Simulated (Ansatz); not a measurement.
Frontier orbitals of CH4F3MoNO, SMILES `C[N]=[Mo]([OH])([F])([F])[F]`.

The species carries charge 0 and has multiplicity 1. Correlated methods include outer-core shells of Mo, which these sets cover unevenly. Mo: def2 effective core potential. The geometry is a stationary point of PBE0-D4/def2-TZVP. It is one conformer, not always the lowest. Basis def2-TZVPP, Ansatz.

```
functional  HOMO (eV)  LUMO (eV)
   ωB97X-V     -11.50      -0.93
```

Question: Give HOMO and LUMO (eV) with LDA (SPW92), PBE, revPBE, BLYP, r2SCAN, B97M-V, PBE0, B3LYP, r2SCANh, r2SCAN0, HSE06 (plane-wave form), BHLYP, CAM-B3LYP, LC-ωPBE, ωB97M-V. (Estimate.)

Answer: Computed: 
```csv
functional,HOMO,LUMO
LDA (SPW92),-7.74,-4.13
PBE,-7.54,-3.89
revPBE,-7.47,-3.79
BLYP,-7.45,-3.82
r2SCAN,-7.90,-3.93
B97M-V,-7.99,-3.91
PBE0,-9.12,-3.18
B3LYP,-8.88,-3.43
r2SCANh,-8.49,-3.64
r2SCAN0,-9.37,-3.19
HSE06 (plane-wave form),-8.71,-3.56
BHLYP,-10.59,-2.28
CAM-B3LYP,-10.54,-2.08
LC-ωPBE,-11.84,-0.84
ωB97M-V,-11.43,-0.94
```

B3LYP here is the variant with VWN-RPA as its local correlation; programs differ in this. LC-ωPBE has ω = 0.4 bohr⁻¹.
